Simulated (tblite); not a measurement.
C5H3FN2.
SMILES with atom numbers: `[N:1]#[C:2][c:3]1[cH:4][nH:5][c:6]([F:7])[cH:8]1` (hydrogens: H9 on C4; H10 on N5; H11 on C8)

Computed with GFN2-xTB (tblite), gas phase: Langevin dynamics at 400 K from the optimised GFN2-xTB geometry, time step 0.5 fs, friction 0.01 fs⁻¹, 2000 steps.

Start geometry:
```
atom  x, y, z in Å
N1      3.368    0.195   -0.296
C2      2.227    0.139   -0.194
C3      0.831    0.061   -0.071
C4     -0.026    1.101    0.219
N5     -1.290    0.608    0.245
C6     -1.237   -0.723   -0.024
F7     -2.373   -1.422   -0.053
C8      0.047   -1.118   -0.228
H9      0.188    2.134    0.403
H10    -2.133    1.128    0.431
H11     0.403   -2.101   -0.458
```

The statistics below take the 31 frames saved every 25 fs from 250 to 1000 fs; their kinetic temperature (all 3N coordinates) averages 425 K.

**Question.** How do the bond lengths spread?

**Answer.** 
```json
{"bond": "N1≡C2", "start (Å)": "1.147", "mean (Å)": "1.151", "standard deviation (Å)": "0.019", "shortest (Å)": "1.114", "longest (Å)": "1.189"}
{"bond": "C2–C3", "start (Å)": "1.403", "mean (Å)": "1.420", "standard deviation (Å)": "0.031", "shortest (Å)": "1.366", "longest (Å)": "1.479"}
{"bond": "C3–C4", "start (Å)": "1.378", "mean (Å)": "1.378", "standard deviation (Å)": "0.021", "shortest (Å)": "1.339", "longest (Å)": "1.419"}
{"bond": "C4–N5", "start (Å)": "1.357", "mean (Å)": "1.337", "standard deviation (Å)": "0.020", "shortest (Å)": "1.296", "longest (Å)": "1.386"}
{"bond": "N5–C6", "start (Å)": "1.359", "mean (Å)": "1.350", "standard deviation (Å)": "0.027", "shortest (Å)": "1.304", "longest (Å)": "1.400"}
{"bond": "C6–F7", "start (Å)": "1.334", "mean (Å)": "1.352", "standard deviation (Å)": "0.030", "shortest (Å)": "1.288", "longest (Å)": "1.432"}
{"bond": "C6–C8", "start (Å)": "1.360", "mean (Å)": "1.361", "standard deviation (Å)": "0.022", "shortest (Å)": "1.302", "longest (Å)": "1.396"}
{"bond": "C3–C8", "start (Å)": "1.425", "mean (Å)": "1.424", "standard deviation (Å)": "0.023", "shortest (Å)": "1.378", "longest (Å)": "1.464"}
{"bond": "C4–H9", "start (Å)": "1.071", "mean (Å)": "1.073", "standard deviation (Å)": "0.032", "shortest (Å)": "1.001", "longest (Å)": "1.151"}
{"bond": "N5–H10", "start (Å)": "1.007", "mean (Å)": "1.015", "standard deviation (Å)": "0.037", "shortest (Å)": "0.959", "longest (Å)": "1.098"}
{"bond": "C8–H11", "start (Å)": "1.070", "mean (Å)": "1.074", "standard deviation (Å)": "0.031", "shortest (Å)": "1.017", "longest (Å)": "1.142"}
```

**Question.** Give the same statistics for bond angles, one of each kind among heavy atoms.

**Answer.** 
```json
{"angle": "N1–C2–C3", "start (°)": "179.6", "mean (°)": "168.7", "standard deviation (°)": "4.8", "smallest (°)": "157.2", "largest (°)": "176.9"}
{"angle": "C2–C3–C4", "start (°)": "126.5", "mean (°)": "124.3", "standard deviation (°)": "4.8", "smallest (°)": "114.7", "largest (°)": "133.1"}
{"angle": "C2–C3–C8", "start (°)": "125.7", "mean (°)": "126.8", "standard deviation (°)": "4.6", "smallest (°)": "116.4", "largest (°)": "133.0"}
{"angle": "C4–C3–C8", "start (°)": "107.8", "mean (°)": "107.8", "standard deviation (°)": "2.5", "smallest (°)": "102.7", "largest (°)": "113.2"}
{"angle": "C3–C4–N5", "start (°)": "108.0", "mean (°)": "108.0", "standard deviation (°)": "2.5", "smallest (°)": "103.3", "largest (°)": "113.4"}
{"angle": "C4–N5–C6", "start (°)": "108.4", "mean (°)": "108.4", "standard deviation (°)": "2.4", "smallest (°)": "105.0", "largest (°)": "113.4"}
{"angle": "N5–C6–F7", "start (°)": "119.0", "mean (°)": "119.1", "standard deviation (°)": "3.7", "smallest (°)": "110.6", "largest (°)": "127.5"}
{"angle": "N5–C6–C8", "start (°)": "110.6", "mean (°)": "111.0", "standard deviation (°)": "2.4", "smallest (°)": "102.8", "largest (°)": "116.7"}
{"angle": "F7–C6–C8", "start (°)": "130.4", "mean (°)": "129.3", "standard deviation (°)": "3.7", "smallest (°)": "119.2", "largest (°)": "135.3"}
{"angle": "C3–C8–C6", "start (°)": "105.2", "mean (°)": "104.0", "standard deviation (°)": "2.4", "smallest (°)": "97.4", "largest (°)": "109.8"}
```

**Question.** How far does each atom move about its mean position (frames aligned on the start, all atoms weighted alike), and what rms force does it feel?

**Answer.** 
| atom | rms displacement (Å) | rms force (eV/Å) |
| --- | --- | --- |
| N1 | 0.23 | 2.40 |
| C2 | 0.10 | 2.62 |
| C3 | 0.12 | 2.09 |
| C4 | 0.10 | 2.15 |
| N5 | 0.10 | 2.58 |
| C6 | 0.07 | 2.24 |
| F7 | 0.13 | 1.17 |
| C8 | 0.09 | 2.02 |
| H9 | 0.17 | 1.21 |
| H10 | 0.18 | 1.46 |
| H11 | 0.15 | 1.13 |

The displacements run from 0.07 to 0.23 Å, the largest at N1.

**Question.** How widely does the potential energy scatter, against a harmonic estimate?

**Answer.** Mean 0.51 eV above the start, standard deviation 0.127 eV, range 0.32 to 0.79 eV. For 27 classical harmonic modes at 400 K the canonical values are 27kT/2 = 0.47 eV and kT·√(27/2) = 0.127 eV.

The run is classical and short, so these are rough statistics of one trajectory.

The cost below is that of the whole dynamics run. The run took 8.0 s on one thread, INTEL XEON PLATINUM 8581C at 2.10 GHz (x86_64), on a shared host, and the process peaked at 0.18 GiB of memory.
